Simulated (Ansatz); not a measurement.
Basis sets compared for `FC(F)(F)c1ccc(-c2ccc(-c3ccc(C(F)(F)F)s3)s2)s1`. Charge 0, multiplicity 1. Geometry PBE-D4/def2-SVP. Ansatz on 2 threads of AMD EPYC 7R13 on a shared host and a share (18 GiB) of an NVIDIA H100 80GB HBM3; times are rough, and most runs start from earlier orbitals.

```xyz
29

F     6.9862    1.9809    1.2029
C     6.3060    0.8981    1.6411
F     6.9761   -0.2067    1.2284
F     6.3568    0.8966    2.9964
C     4.8980    0.9215    1.1325
C     4.3169    1.8755    0.3154
C     2.9613    1.5844    0.0148
C     2.5082    0.4038    0.6043
C     1.2056   -0.2153    0.5226
C     0.7674   -1.4263    1.0612
C    -0.5860   -1.7148    0.7733
C    -1.2115   -0.7315    0.0049
C    -2.5755   -0.7125   -0.4745
C    -3.5155   -1.7436   -0.4314
C    -4.7655   -1.3838   -0.9960
C    -4.7818   -0.0840   -1.4733
C    -5.9274    0.6328   -2.1175
F    -6.9669   -0.2109   -2.3062
F    -6.3710    1.6686   -1.3622
F    -5.5867    1.1517   -3.3231
S    -3.2596    0.7151   -1.2199
S    -0.0914    0.5625   -0.3589
S     3.7815   -0.3452    1.5447
H     4.8653    2.7527   -0.0509
H     2.3236    2.2136   -0.6213
H     1.4210   -2.0840    1.6511
H    -1.1081   -2.6153    1.1220
H    -3.2913   -2.7342   -0.0151
H    -5.6355   -2.0496   -1.0652
```

Single mean-field runs in def2-TZVP are fitted with def2-universal-jkfit.

Binding counts from free atoms (F doublet, C triplet, S triplet, H doublet) in the same basis, without a counterpoise term.

```csv
level,functions,energy (Eh),HOMO (eV),LUMO (eV),binding per atom (eV),wall time
PBE-D4/def2-SVP,364,-2327.8649,-5.29,-3.11,5.36,11 s
PBE0-D4/def2-SVP,364,-2327.9737,-6.21,-2.60,5.17,14 s
```

(1) Estimate the rows for PBE-D4/def2-TZVP, PBE0-D4/def2-TZVP (with forces).

Answers

(1) 
| level | functions | energy (Eh) | HOMO (eV) | LUMO (eV) | binding per atom (eV) | wall time |
| --- | --- | --- | --- | --- | --- | --- |
| PBE-D4/def2-TZVP | 767 | -2329.5798 | -5.36 | -3.24 | 5.26 | 8.5 s |
| PBE0-D4/def2-TZVP (with forces) | 767 | -2329.6817 | -6.19 | -2.65 | 5.09 | 14 s |
